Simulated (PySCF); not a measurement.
C₂HBrClF. Atoms are numbered in the order given.

```xyz
6

F     -1.5607     0.3731     0.0000
C     -0.2619     0.1389     0.0000
Br     0.1797    -1.6781     0.0000
C      0.6553     1.1050     0.0000
Cl     0.2161     2.7669     0.0000
H      1.7207     0.8755     0.0000
```
Charge 0, spin multiplicity 1.

Coordinates come from a ωB97X-D3(BJ)/def2-SVP optimisation.

Level of theory: TDDFT-PBE/def2-SVPD run with PySCF.

Vertical excitations. Gas-phase values at a fixed geometry. State labels are in the subgroup Cs.

```tsv
state	symmetry	energy (eV)	λ (nm)	f	main pairs
S1	A"	4.67	266	0.000	HOMO→LUMO 100 %
S2	A'	5.83	213	0.234	HOMO→LUMO+1 82 %
S3	A"	5.93	209	0.002	HOMO→LUMO+2 97 %
S4	A"	6.17	201	0.004	HOMO→LUMO+3 97 %
S5	A"	6.32	196	0.000	HOMO−1→LUMO+1 99 %
S6	A'	6.35	195	0.041	HOMO−2→LUMO 94 %
S7	A'	6.42	193	0.062	HOMO−1→LUMO 91 %
S8	A"	6.50	191	0.000	HOMO−2→LUMO+1 99 %
S9	A"	6.79	183	0.001	HOMO−3→LUMO 98 %
S10	A"	7.09	175	0.006	HOMO→LUMO+4 99 %
T1	A'	3.96	313	0	HOMO→LUMO+1 98 %
T2	A"	4.22	294	0	HOMO→LUMO 100 %
T3	A"	5.55	223	0	HOMO→LUMO+2 99 %
T4	A'	5.75	216	0	HOMO−1→LUMO 98 %
```
Triplets are in the Tamm–Dancoff approximation, which puts them higher than full response would, so one can lie above its singlet here.
